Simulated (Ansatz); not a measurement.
Isolated molecules relaxed with PBE0-D4/def2-TZVP in Ansatz; ΔE leaves out vibrations. CBS: MP2 limit from def2 TZ/QZ plus the TZ coupled-cluster correction, frozen cores. This one scheme is used for every species. Functionals use def2-TZVPP. Each species was taken in one conformer, which may not be the lowest.

Consider the silylene formation by 1,1-elimination: `O[SiH](O)O` → `OO` + `O[SiH]`.

```json
{"level": "revPBE-D4", "ΔE (kJ/mol)": "699.4"}
{"level": "ωB97X-V", "ΔE (kJ/mol)": "751.4"}
{"level": "BHLYP", "ΔE (kJ/mol)": "771.1"}
{"level": "MP2/def2-SVP", "ΔE (kJ/mol)": "740.9"}
{"level": "HF/def2-TZVPP", "ΔE (kJ/mol)": "785.5"}
{"level": "MP2/def2-TZVPP", "ΔE (kJ/mol)": "790.2"}
{"level": "MP2/def2-QZVPP", "ΔE (kJ/mol)": "799.1"}
{"level": "MP2/CBS(def2)", "ΔE (kJ/mol)": "803.6"}
```

(1) What does CCSD(T)/CBS give? (An estimate is asked.)

Largest T1 diagnostic among the species: 0.016.

Answers

(1) Computed: +763.3 kJ/mol. The listed levels differ from it by -63.9, -11.9, 7.8, -22.4, 22.2, 26.9, 35.8, 40.3 kJ/mol.

From r2SCAN to r2SCAN0 (25 % exact exchange), in def2-TZVPP and without D4, ΔE moves by +20.6 kJ/mol. At CCSD(T), def2-SVP lies −67.1 kJ/mol from the extrapolated value and def2-TZVPP −13.4 kJ/mol.
